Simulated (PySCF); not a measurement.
Ligands exchanged one at a time, Ga F-SH. All species are isolated molecules in the gas phase. One relaxed conformer stands for each flexible species; it need not be the lowest. Strings in code marks are SMILES.

The HOMO from two functionals at the same geometries (CAM-B3LYP-D3(BJ)/def2-TZVP), both in PySCF: PBE-D3(BJ)/def2-TZVP and TPSSh-D3(BJ)/def2-TZVP. 

```
species                                                                                         PBE-D3(BJ)/def2-TZVP (eV)  TPSSh-D3(BJ)/def2-TZVP (eV)
----------------------------------------------------------------------------------------------  -------------------------  ---------------------------
0 of 3 F replaced by SH (`[Ga]([F])([F])[F]`)                                                                       -9.66                       -10.61
1 of 3 F replaced by SH (`[F][Ga]([F])[SH]` (F–Ga–S–H torsion 0°))                                                  -7.34                        -7.93
2 of 3 F replaced by SH (`[F][Ga]([SH])[SH]` (S–Ga–S–H torsion -180°, S–Ga–S–H torsion -180°))                      -6.72                        -7.30
3 of 3 F replaced by SH                                                                                             -6.45                        -7.03
```

Over these rows, drawn at random from the members with no instability flagged (it was tested for open shells, ions and some series alone), PBE minus TPSSh-D3(BJ): mean +0.67 eV, from +0.58 eV to +0.95 eV.
